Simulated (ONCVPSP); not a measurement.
What one change does to a pseudopotential (iron, ONCV)

| Property | Result |
| --- | --- |
| Element | Fe |
| Generator | ONCVPSP 4.0.1 |
| Type | optimised norm-conserving Vanderbilt (ONCV) |
| Functional | PBE |
| Relativity | scalar-relativistic |
| Frozen core | [Ne] |
| Valence charge | 16 |
| Reference configuration | 3s2 3p6 3d6 4s2 |
| Partial waves | 3s+4s: rc 1.55 bohr, ncon 4, nbas 7, qcut 8.1 1/bohr, 2 projectors; 3p: rc 1.20 bohr, ncon 3, nbas 6, qcut 10.2 1/bohr, 2 projectors, debl 2.5 Ha; 3d: rc 1.15 bohr, ncon 4, nbas 9, qcut 13.3 1/bohr, local |
| Local potential | the d channel |
| Core correction | Teter function, fcfact 4, rcfact 1.75 |

Change: s: qcut 8.9.

Cutoffs: the cutoffs (Ha) at which the residual kinetic energy of the hardest occupied pseudo-wave falls to 1 and 0.1 mHa per electron; they do not see the model core or the augmentation charge, which bear on the density cutoff. Errors are all-electron minus pseudo energies relative to the spin-unpolarised reference configuration.

What does the change do?

The potential gets neither clearly harder nor softer (69 Ha and 78 Ha → 69 Ha and 78 Ha); the d channel sets the loose cutoff, while the largest relative change is in s, which becomes harder; the errors of the 4 common tests hardly move; neither file shows a bound ghost.

| quantity | base | changed |
| --- | --- | --- |
| cutoff, loose | 69 Ha | 69 Ha |
| cutoff, tight | 78 Ha | 78 Ha |
| loose cutoff by channel | s 12 Ha, p 34 Ha, d 69 Ha | s 18 Ha, p 34 Ha, d 69 Ha |
| bound ghosts | none | none |
| GHOST(+) flags under 300 eV | none | none |
| error for 3s2 3p6 3d6 4s1, meV [ΔE 8.73 eV] | -0.5 | -0.5 |
| error for 3s2 3p6 3d6 4s0, meV [ΔE 24.93 eV] | -1.1 | -1.0 |
| error for 3s2 3p6 3d5 4s0, meV [ΔE 59.16 eV] | -22 | -21 |
| error for 3s2 3p6 3d6 4s1 4p1, meV [ΔE 4.11 eV] | -0.4 | -0.4 |
| s: phases at 1.57 bohr within 0.05 rad from the reference energy up to (Ha; the scan ends near 5) | to the end of the scan | to the end of the scan |
| p: phases at 1.22 bohr within 0.05 rad from the reference energy up to (Ha; the scan ends near 5) | 4.2 | 4.2 |
| d: phases at 1.17 bohr within 0.05 rad from the reference energy up to (Ha; the scan ends near 5) | 2.6 | 2.6 |
| rms error of d²Exc/dni dnj with the model core, mHa | 3.11 | 3.09 |
